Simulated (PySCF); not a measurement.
# Working out the excitation energy of P²⁺

P²⁺ [Ne] 3s2 3p1 (2P) → P²⁺ [Ne] 3s1 3p1 3d1 (high-spin determinant). All numbers are calculated (PySCF 2.14, the non-relativistic Hamiltonian (point nucleus), in dyall-av2z (13s9p2d, 50 functions)). Frozen: [Ne]; the 16 highest virtual orbitals dropped. Energies in hartree (1 hartree = 27.21139 eV):

```csv
part,P²⁺ (lower),P²⁺ (upper)
UHF,-339.640394,-338.882294
CCSD correlation,-0.059174,-0.045171
(T),-0.000659,-0.007360
```

**Question.** What does Hartree-Fock give?

**Answer.** (-338.882294) − (-339.640394) = 0.758100 hartree = 20.629 eV.

**Question.** What do CCSD and CCSD(T) give?

**Answer.** The CCSD correlation energies differ by 0.014003 hartree = 0.381 eV and the triples by -0.006701 hartree = -0.182 eV, so CCSD gives 21.010 eV and CCSD(T) 20.828 eV.

One determinant mixes LS terms, so it does not stand for a single term.

A double-zeta basis recovers only part of the correlation energy.

The coupled-cluster amplitudes are large, so a single reference is strained.
